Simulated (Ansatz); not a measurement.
Computed with Ansatz on PBE0-D4/def2-TZVP structures; ΔE is electronic, products minus reactants. CCSD(T)/CBS adds triple-zeta CCSD(T) − MP2 to the extrapolated MP2 energy (def2 sets, frozen cores). This one scheme is used for every species. Functionals use def2-TZVPP. HSE06 is defined as in plane-wave codes. Each species was taken in one conformer, which may not be the lowest.

Consider the cleavage of the Al–B bond: `[BH2][AlH2]` + `SBS` → `[AlH2][S]BS` + BH₃.

(1) Is it downhill or uphill in electronic energy at CCSD(T)/CBS, and by how much? (Best estimate.)

(2) What do these levels give: HSE06-D4, CAM-B3LYP-D4, B2PLYP, BLYP, r2SCAN, LC-ωPBE, RPA@PBE/def2-TZVPP, CCSD(T)/def2-SVP, MP2/def2-TZVPP, SCS-MP2/def2-TZVPP, CCSD/def2-TZVPP, HF/CBS(def2)? (An estimate is asked.)

Largest T1 diagnostic among the species: 0.014.

Results:

(1) Computed: Downhill: ΔE = -1.38 eV.

(2) Computed: HSE06-D4 -1.30, CAM-B3LYP-D4 -1.33, B2PLYP -1.36, BLYP -1.22, r2SCAN -1.32, LC-ωPBE -1.25, RPA@PBE/def2-TZVPP -1.29, CCSD(T)/def2-SVP -1.26, MP2/def2-TZVPP -1.49, SCS-MP2/def2-TZVPP -1.43, CCSD/def2-TZVPP -1.32, HF/CBS(def2) -1.34 eV.

Leaving LDA and LC-ωPBE aside and taking each functional with its dispersion term where it has one, the values, not all of them listed here, spread over 0.15 eV, from BHLYP-D4 to PBE-D4. At CCSD(T), def2-SVP lies +0.11 eV from the extrapolated value and def2-TZVPP +0.03 eV.
